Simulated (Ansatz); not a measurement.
Relaxation of Al₁₁Sb₁₀F₃ (charge 0, singlet) with RKS r2SCAN-D4/def2-SVP in Ansatz.

Positions (Å) and forces (eV/Å) at steps 13, 14, 15, 16, 17, 18, 19, 20, 21, 22, 23, 24, 25 of 48:

```xyz
24
step=13 energy=-146102.9870 eV
Al   -2.426   -3.168   -0.018   -0.026   -0.068   -0.040
Al   -3.590   -0.114   -1.874   -0.097    0.056   -0.266
Al   -2.562    2.270    1.091   -0.383   -0.356    0.053
Al   -0.049   -3.516   -1.679    0.099   -0.098    0.274
Al   -0.343   -0.289    0.690   -0.242    0.134   -0.029
Al    2.731   -2.862    1.106    0.000   -0.049    0.093
Al    2.461    0.614   -2.105    0.012    0.043    0.044
Al    0.730    2.349   -1.971    0.031    0.128   -0.206
Al    0.115    4.192    0.541    0.326   -0.324   -0.131
Al    2.360    2.244    0.094   -0.021    0.091   -0.152
Al    4.465   -0.300    0.684   -0.034   -0.040    0.035
F    -4.148    0.260   -3.420    0.050   -0.212    0.361
F    -4.197    1.935    1.368    0.418    0.188   -0.106
F     1.985   -4.343    1.376    0.023    0.126   -0.113
Sb   -1.530   -5.371   -1.080   -0.018    0.012   -0.226
Sb   -4.591   -1.683   -0.075   -0.108    0.076   -0.020
Sb   -2.419   -1.502    1.969    0.104    0.150    0.120
Sb   -1.546    1.317   -1.118   -0.068    0.083   -0.193
Sb   -1.204    3.815    2.682    0.466   -0.636    0.224
Sb    1.519   -1.611   -0.925   -0.102    0.107    0.151
Sb    1.038    1.461    2.353   -0.356    0.305    0.124
Sb    4.593   -1.942    2.565   -0.123    0.119   -0.024
Sb    4.754    1.541   -1.055    0.091    0.086    0.097
Sb    1.830    4.691   -1.227   -0.041    0.078   -0.071
24
step=14 energy=-146103.3170 eV
Al   -2.437   -3.170   -0.020   -0.061    0.014   -0.049
Al   -3.590   -0.124   -1.870   -0.074    0.036   -0.209
Al   -2.545    2.202    1.094   -0.362   -0.274    0.109
Al   -0.019   -3.527   -1.613    0.087   -0.069    0.263
Al   -0.390   -0.240    0.680   -0.112    0.153   -0.036
Al    2.736   -2.852    1.122   -0.004    0.008    0.055
Al    2.466    0.629   -2.091    0.040    0.020    0.100
Al    0.736    2.374   -2.015    0.000    0.117   -0.181
Al    0.176    4.108    0.534    0.136   -0.315    0.039
Al    2.346    2.267    0.073    0.008    0.096   -0.045
Al    4.463   -0.305    0.683   -0.028   -0.053    0.007
F    -4.169    0.222   -3.411    0.026   -0.185    0.261
F    -4.198    1.961    1.356    0.424    0.157   -0.105
F     1.979   -4.334    1.347    0.011    0.081   -0.097
Sb   -1.554   -5.367   -1.125   -0.068    0.066   -0.171
Sb   -4.610   -1.676   -0.068   -0.002    0.003    0.089
Sb   -2.413   -1.479    1.976   -0.022    0.099    0.005
Sb   -1.557    1.343   -1.172   -0.040    0.092   -0.188
Sb   -1.091    3.655    2.718    0.116   -0.277    0.084
Sb    1.498   -1.578   -0.880   -0.060    0.118    0.140
Sb    0.979    1.522    2.359    0.053   -0.082   -0.085
Sb    4.577   -1.920    2.579   -0.036    0.058    0.049
Sb    4.766    1.562   -1.028   -0.009    0.060    0.073
Sb    1.826    4.714   -1.258   -0.024    0.076   -0.107
24
step=15 energy=-146103.6116 eV
Al   -2.465   -3.142   -0.037   -0.024   -0.024   -0.158
Al   -3.596   -0.138   -1.854   -0.040   -0.001   -0.217
Al   -2.511    2.068    1.105   -0.600   -0.199    0.170
Al    0.032   -3.530   -1.476    0.057   -0.076    0.259
Al   -0.457   -0.160    0.635    0.125    0.043   -0.031
Al    2.743   -2.817    1.160   -0.008    0.007    0.034
Al    2.477    0.658   -2.060    0.103   -0.080    0.027
Al    0.754    2.410   -2.081   -0.045    0.118   -0.144
Al    0.227    3.963    0.547   -0.027   -0.193    0.074
Al    2.358    2.317    0.035    0.122    0.055    0.042
Al    4.459   -0.324    0.691   -0.045   -0.048    0.005
F    -4.215    0.120   -3.395    0.044   -0.138    0.239
F    -4.196    2.023    1.324    0.603    0.052   -0.148
F     1.976   -4.310    1.280    0.028    0.094   -0.065
Sb   -1.611   -5.330   -1.192   -0.059    0.200   -0.114
Sb   -4.639   -1.657   -0.027   -0.089    0.003    0.059
Sb   -2.438   -1.424    1.960    0.018    0.219    0.102
Sb   -1.575    1.399   -1.269   -0.073    0.077   -0.123
Sb   -1.020    3.474    2.748   -0.047    0.007    0.088
Sb    1.484   -1.511   -0.801   -0.039    0.024    0.021
Sb    1.049    1.460    2.326    0.084   -0.173   -0.212
Sb    4.576   -1.895    2.624    0.007    0.013    0.071
Sb    4.780    1.577   -0.985   -0.019    0.004   -0.004
Sb    1.784    4.756   -1.287   -0.077    0.017    0.023
24
step=16 energy=-146103.8965 eV
Al   -2.501   -3.039   -0.078   -0.082   -0.023   -0.198
Al   -3.574   -0.181   -1.834   -0.087    0.111   -0.233
Al   -2.482    1.891    1.169   -1.106   -0.236    0.090
Al    0.099   -3.547   -1.296   -0.104   -0.196    0.205
Al   -0.432   -0.129    0.544    0.078    0.099   -0.209
Al    2.762   -2.769    1.198    0.038   -0.040    0.076
Al    2.507    0.673   -2.064    0.040   -0.012   -0.135
Al    0.774    2.430   -2.142   -0.031   -0.017   -0.049
Al    0.213    3.803    0.583   -0.150   -0.097    0.043
Al    2.403    2.355   -0.003    0.111    0.049   -0.018
Al    4.434   -0.346    0.705   -0.035    0.015   -0.004
F    -4.258    0.001   -3.360    0.121   -0.126    0.243
F    -4.197    2.039    1.235    1.013   -0.044   -0.058
F     1.977   -4.265    1.213    0.002    0.110   -0.065
Sb   -1.711   -5.232   -1.262    0.050    0.370   -0.012
Sb   -4.707   -1.609    0.029    0.118   -0.021    0.078
Sb   -2.444   -1.270    1.933   -0.077    0.280    0.168
Sb   -1.599    1.457   -1.330    0.027    0.017   -0.024
Sb   -1.001    3.340    2.812   -0.044   -0.010    0.021
Sb    1.527   -1.478   -0.780    0.047   -0.024   -0.077
Sb    1.095    1.393    2.246    0.093   -0.080    0.007
Sb    4.583   -1.867    2.682   -0.003   -0.013    0.035
Sb    4.808    1.556   -0.974    0.064   -0.024    0.023
Sb    1.701    4.779   -1.254   -0.081   -0.087    0.091
24
step=17 energy=-146104.1629 eV
Al   -2.520   -2.948   -0.106    0.052    0.070   -0.162
Al   -3.581   -0.143   -1.821    0.185   -0.046    0.075
Al   -2.542    1.710    1.210    0.839   -0.240    0.171
Al    0.141   -3.570   -1.155    0.001   -0.063    0.193
Al   -0.394   -0.092    0.450    0.224   -0.030   -0.086
Al    2.783   -2.746    1.221    0.051    0.118    0.012
Al    2.545    0.683   -2.112    0.021   -0.014   -0.141
Al    0.780    2.416   -2.181    0.075   -0.038   -0.017
Al    0.155    3.682    0.592   -0.203   -0.089    0.053
Al    2.429    2.359   -0.033    0.044   -0.026    0.015
Al    4.414   -0.348    0.722   -0.058    0.021   -0.014
F    -4.244   -0.092   -3.350   -0.068   -0.034   -0.113
F    -4.160    2.055    1.218   -0.912    0.200   -0.053
F     1.956   -4.220    1.157   -0.096   -0.028   -0.066
Sb   -1.775   -5.125   -1.288    0.024    0.203    0.024
Sb   -4.707   -1.556    0.074   -0.068    0.072    0.087
Sb   -2.442   -1.123    1.944   -0.021    0.146    0.100
Sb   -1.608    1.503   -1.353   -0.059   -0.005   -0.045
Sb   -1.043    3.232    2.823    0.075   -0.111   -0.010
Sb    1.583   -1.472   -0.803    0.038   -0.051   -0.095
Sb    1.137    1.345    2.223   -0.118    0.014   -0.019
Sb    4.591   -1.856    2.717    0.009   -0.029    0.039
Sb    4.841    1.538   -0.964    0.018   -0.012    0.001
Sb    1.638    4.753   -1.210   -0.055   -0.026    0.052
24
step=18 energy=-146104.3401 eV
Al   -2.510   -2.780   -0.189    0.026    0.043    0.036
Al   -3.504   -0.205   -1.844   -0.189    0.056    0.059
Al   -2.550    1.603    1.274   -0.319    0.533   -0.086
Al    0.210   -3.597   -0.972   -0.049   -0.125    0.216
Al   -0.318   -0.087    0.368    0.127   -0.057    0.011
Al    2.788   -2.716    1.225    0.081    0.165    0.001
Al    2.593    0.693   -2.191    0.011    0.020   -0.131
Al    0.791    2.390   -2.233    0.055   -0.074    0.080
Al    0.056    3.528    0.591   -0.200    0.012   -0.066
Al    2.416    2.326   -0.055    0.060   -0.018   -0.011
Al    4.367   -0.344    0.738   -0.068    0.011   -0.055
F    -4.250   -0.142   -3.343    0.116   -0.095    0.078
F    -4.187    2.044    1.188    0.247   -0.003   -0.013
F     1.888   -4.159    1.086   -0.223   -0.039   -0.148
Sb   -1.824   -5.004   -1.277    0.187    0.223    0.030
Sb   -4.715   -1.459    0.145    0.093    0.059   -0.040
Sb   -2.417   -0.989    1.969    0.050   -0.516    0.046
Sb   -1.611    1.520   -1.368    0.084    0.094   -0.064
Sb   -1.041    3.136    2.878   -0.054    0.072    0.008
Sb    1.661   -1.470   -0.868    0.020   -0.061   -0.063
Sb    1.126    1.314    2.222    0.083   -0.176   -0.057
Sb    4.593   -1.859    2.736   -0.017   -0.053    0.029
Sb    4.854    1.530   -0.952   -0.015    0.007    0.051
Sb    1.560    4.713   -1.156   -0.107   -0.076    0.089
24
step=19 energy=-146104.5815 eV
Al   -2.481   -2.687   -0.218    0.082   -0.058   -0.005
Al   -3.541   -0.119   -1.771   -0.299   -0.249   -0.660
Al   -2.555    1.612    1.290   -0.518    0.436    0.037
Al    0.280   -3.607   -0.790    0.273   -0.044    0.428
Al   -0.275   -0.121    0.317   -0.030    0.010    0.040
Al    2.756   -2.695    1.198    0.336    0.542    0.051
Al    2.653    0.704   -2.271    0.031   -0.011   -0.109
Al    0.815    2.357   -2.254    0.103    0.020    0.089
Al   -0.066    3.406    0.563   -0.205   -0.046   -0.022
Al    2.394    2.279   -0.062    0.043    0.048    0.017
Al    4.304   -0.341    0.737   -0.132   -0.015   -0.121
F    -4.157   -0.294   -3.348    0.303    0.135    0.724
F    -4.177    2.140    1.127    0.613   -0.238    0.040
F     1.744   -4.071    0.979   -0.620   -0.322   -0.337
Sb   -1.777   -4.914   -1.258    0.035    0.074    0.004
Sb   -4.699   -1.403    0.206    0.015    0.005   -0.006
Sb   -2.354   -1.017    1.992   -0.007   -0.066   -0.060
Sb   -1.588    1.563   -1.367    0.015   -0.023   -0.065
Sb   -1.033    3.090    2.918    0.061    0.001    0.023
Sb    1.720   -1.463   -0.945   -0.006   -0.061   -0.143
Sb    1.128    1.233    2.212   -0.030   -0.006   -0.018
Sb    4.559   -1.877    2.730   -0.065   -0.145    0.045
Sb    4.857    1.540   -0.923   -0.018    0.044    0.041
Sb    1.468    4.670   -1.091    0.020   -0.032    0.005
24
step=20 energy=-146104.8712 eV
Al   -2.450   -2.657   -0.221    0.062   -0.032    0.009
Al   -3.526   -0.168   -1.743   -0.327   -0.124   -0.815
Al   -2.528    1.656    1.329   -0.392    0.125   -0.048
Al    0.347   -3.628   -0.605    0.153    0.027    0.242
Al   -0.255   -0.128    0.288   -0.017   -0.008   -0.007
Al    2.710   -2.663    1.164    0.528    0.795    0.067
Al    2.700    0.721   -2.323    0.110    0.013   -0.073
Al    0.842    2.347   -2.246    0.012    0.001    0.077
Al   -0.165    3.332    0.531   -0.049   -0.027   -0.039
Al    2.396    2.278   -0.056    0.017    0.027    0.062
Al    4.228   -0.355    0.712   -0.147   -0.016   -0.141
F    -4.124   -0.303   -3.335    0.336    0.096    0.835
F    -4.144    2.144    1.094    0.422   -0.114    0.075
F     1.606   -4.005    0.900   -0.757   -0.562   -0.258
Sb   -1.727   -4.865   -1.245    0.125    0.018    0.003
Sb   -4.694   -1.411    0.233    0.020   -0.038    0.022
Sb   -2.338   -0.993    1.979   -0.015   -0.019    0.038
Sb   -1.582    1.556   -1.391    0.049    0.039   -0.038
Sb   -0.994    3.090    2.958    0.101    0.001   -0.039
Sb    1.739   -1.459   -1.030   -0.055   -0.131   -0.021
Sb    1.131    1.200    2.201   -0.050    0.044    0.005
Sb    4.514   -1.912    2.717   -0.096   -0.124   -0.019
Sb    4.860    1.560   -0.889   -0.010    0.014    0.054
Sb    1.427    4.651   -1.046   -0.018   -0.007    0.011
24
step=21 energy=-146104.9706 eV
Al   -2.397   -2.690   -0.196   -0.026   -0.015   -0.033
Al   -3.495   -0.199   -1.705    0.052   -0.031   -0.129
Al   -2.503    1.599    1.336   -0.198    0.349    0.084
Al    0.321   -3.603   -0.494   -0.477    0.110   -0.610
Al   -0.273   -0.167    0.256    0.013   -0.016   -0.005
Al    2.610   -2.566    1.108    0.247    0.300    0.123
Al    2.816    0.746   -2.324    0.067   -0.011   -0.077
Al    0.910    2.323   -2.201    0.038    0.033   -0.002
Al   -0.213    3.275    0.463   -0.031    0.024    0.031
Al    2.434    2.303   -0.006   -0.011    0.064    0.030
Al    4.066   -0.348    0.612    0.068    0.087   -0.028
F    -4.039   -0.325   -3.286    0.020    0.004    0.134
F    -4.073    2.217    1.150    0.227   -0.252   -0.026
F     1.428   -3.928    0.899    0.107   -0.522    0.632
Sb   -1.677   -4.885   -1.253    0.039    0.051   -0.007
Sb   -4.655   -1.469    0.264   -0.033    0.027    0.017
Sb   -2.319   -1.033    2.023   -0.010    0.040   -0.072
Sb   -1.551    1.568   -1.429   -0.208   -0.097    0.027
Sb   -0.956    3.087    2.920   -0.034   -0.026   -0.009
Sb    1.695   -1.471   -1.145    0.065    0.052   -0.111
Sb    1.101    1.172    2.175    0.156   -0.051    0.045
Sb    4.422   -1.906    2.649   -0.035    0.051   -0.089
Sb    4.902    1.632   -0.820   -0.040   -0.095    0.081
Sb    1.418    4.654   -1.023    0.003   -0.074   -0.009
24
step=22 energy=-146105.0014 eV
Al   -2.414   -2.690   -0.208   -0.091   -0.004    0.051
Al   -3.471   -0.250   -1.701   -0.096   -0.046    0.081
Al   -2.475    1.683    1.384   -0.664   -0.155   -0.237
Al    0.299   -3.586   -0.520   -0.135    0.167   -0.266
Al   -0.227   -0.153    0.258   -0.021    0.002   -0.034
Al    2.564   -2.537    1.122   -0.070    0.088   -0.060
Al    2.855    0.759   -2.351    0.042    0.002   -0.042
Al    0.914    2.299   -2.186   -0.155   -0.083    0.068
Al   -0.203    3.267    0.482    0.033    0.009   -0.099
Al    2.451    2.317    0.003    0.050   -0.036   -0.012
Al    4.039   -0.332    0.591    0.012   -0.024   -0.023
F    -4.047   -0.342   -3.266    0.003   -0.009   -0.078
F    -4.120    2.045    1.081    0.623    0.023    0.178
F     1.338   -3.894    0.962    0.126   -0.147    0.307
Sb   -1.680   -4.868   -1.288   -0.039   -0.006   -0.065
Sb   -4.671   -1.471    0.274    0.114    0.022    0.003
Sb   -2.316   -0.983    1.981    0.044   -0.133    0.083
Sb   -1.583    1.550   -1.405    0.246    0.194   -0.054
Sb   -0.889    3.094    2.955   -0.023    0.054    0.077
Sb    1.714   -1.471   -1.192    0.003   -0.071    0.091
Sb    1.178    1.158    2.196   -0.082   -0.019   -0.004
Sb    4.393   -1.873    2.628    0.047    0.043    0.066
Sb    4.913    1.632   -0.802    0.051    0.053   -0.040
Sb    1.415    4.632   -1.026   -0.018    0.077    0.009
24
step=23 energy=-146105.0356 eV
Al   -2.444   -2.699   -0.214    0.005   -0.045    0.006
Al   -3.475   -0.250   -1.705    0.007   -0.037   -0.072
Al   -2.476    1.619    1.372   -0.816    0.243   -0.105
Al    0.284   -3.562   -0.543    0.123    0.128    0.066
Al   -0.245   -0.171    0.243    0.029   -0.003   -0.015
Al    2.547   -2.512    1.149   -0.067    0.058   -0.061
Al    2.861    0.759   -2.371    0.033   -0.029   -0.051
Al    0.903    2.277   -2.184   -0.047   -0.019    0.060
Al   -0.203    3.255    0.484   -0.027   -0.002    0.012
Al    2.454    2.301   -0.005    0.038   -0.023    0.013
Al    4.068   -0.316    0.591   -0.040   -0.061   -0.001
F    -3.996   -0.369   -3.293   -0.012   -0.016    0.064
F    -4.096    2.162    1.161    0.801   -0.326    0.092
F     1.336   -3.877    0.986   -0.074   -0.007   -0.017
Sb   -1.691   -4.854   -1.318   -0.037   -0.019   -0.058
Sb   -4.668   -1.446    0.288   -0.035    0.018    0.014
Sb   -2.297   -1.039    2.000    0.005    0.026   -0.011
Sb   -1.584    1.553   -1.415    0.067    0.088    0.015
Sb   -0.917    3.058    2.952    0.078    0.004   -0.006
Sb    1.729   -1.460   -1.182   -0.012   -0.123    0.035
Sb    1.165    1.132    2.184   -0.054    0.033    0.004
Sb    4.385   -1.828    2.647    0.028   -0.004    0.061
Sb    4.922    1.636   -0.825    0.017    0.073   -0.051
Sb    1.410    4.617   -1.031   -0.012    0.043    0.005
24
step=24 energy=-146105.0852 eV
Al   -2.480   -2.747   -0.220   -0.013   -0.070   -0.012
Al   -3.432   -0.270   -1.683    0.071   -0.019    0.036
Al   -2.441    1.568    1.400   -0.365    0.144   -0.022
Al    0.248   -3.498   -0.528   -0.059    0.019   -0.001
Al   -0.223   -0.167    0.207    0.036    0.014   -0.023
Al    2.429   -2.425    1.186   -0.079   -0.020    0.024
Al    2.906    0.762   -2.420    0.022   -0.006   -0.032
Al    0.924    2.252   -2.148   -0.031    0.002    0.009
Al   -0.202    3.240    0.478   -0.034    0.030    0.019
Al    2.492    2.305    0.001    0.040   -0.005    0.027
Al    4.033   -0.320    0.537    0.023   -0.022    0.018
F    -3.958   -0.406   -3.262   -0.044   -0.016   -0.065
F    -4.060    2.047    1.186    0.366   -0.119    0.041
F     1.179   -3.782    1.064    0.087    0.115   -0.009
Sb   -1.674   -4.838   -1.396    0.041    0.042   -0.028
Sb   -4.650   -1.436    0.316   -0.066    0.030    0.038
Sb   -2.245   -1.092    1.994    0.050    0.017   -0.048
Sb   -1.584    1.597   -1.422   -0.043   -0.007    0.021
Sb   -0.885    3.052    2.952   -0.025   -0.023   -0.023
Sb    1.750   -1.467   -1.230   -0.027   -0.072    0.034
Sb    1.179    1.125    2.173    0.050   -0.027    0.022
Sb    4.309   -1.771    2.654   -0.011    0.014   -0.021
Sb    4.945    1.644   -0.846    0.001   -0.003    0.003
Sb    1.415    4.613   -1.021    0.008   -0.016   -0.008
24
step=25 energy=-146105.1263 eV
Al   -2.548   -2.817   -0.236   -0.062   -0.107   -0.027
Al   -3.387   -0.325   -1.674    0.043   -0.005    0.065
Al   -2.420    1.528    1.429    0.137    0.010    0.006
Al    0.200   -3.417   -0.513   -0.105   -0.062    0.052
Al   -0.174   -0.136    0.170    0.078    0.020   -0.045
Al    2.304   -2.310    1.241   -0.130   -0.043    0.010
Al    2.953    0.764   -2.474   -0.022    0.004   -0.007
Al    0.929    2.200   -2.095   -0.024    0.005   -0.041
Al   -0.201    3.214    0.485   -0.017    0.080    0.023
Al    2.540    2.300    0.012    0.017    0.020    0.040
Al    4.030   -0.324    0.489    0.040   -0.049    0.056
F    -3.967   -0.447   -3.236   -0.013   -0.010   -0.097
F    -4.022    1.989    1.205   -0.129    0.023    0.010
F     1.038   -3.670    1.141    0.127    0.213   -0.112
Sb   -1.645   -4.816   -1.500    0.093    0.148    0.055
Sb   -4.648   -1.423    0.345    0.017    0.023    0.046
Sb   -2.175   -1.143    1.952    0.054   -0.026   -0.035
Sb   -1.613    1.627   -1.421   -0.021   -0.025   -0.034
Sb   -0.858    3.021    2.963   -0.057   -0.022   -0.017
Sb    1.777   -1.474   -1.273   -0.031   -0.071    0.075
Sb    1.228    1.112    2.179    0.047   -0.064    0.039
Sb    4.238   -1.699    2.671   -0.020    0.032   -0.089
Sb    4.978    1.647   -0.873   -0.024   -0.050    0.021
Sb    1.419    4.585   -1.012    0.002   -0.044    0.008
```

In the def2 sets Sb takes a core potential; there is no spin–orbit coupling. Single mean-field runs in def2-SVP are fitted with def2-universal-jkfit. The restricted singlet is unstable towards broken spin symmetry in Hartree–Fock (as tested in another run); at r2SCAN-D4/def2-SVP this wasn't settled. Another isomer (singlet) lies 0.68 eV lower at PBE0-D4/def2-TZVP; other spin states weren't run for this one.
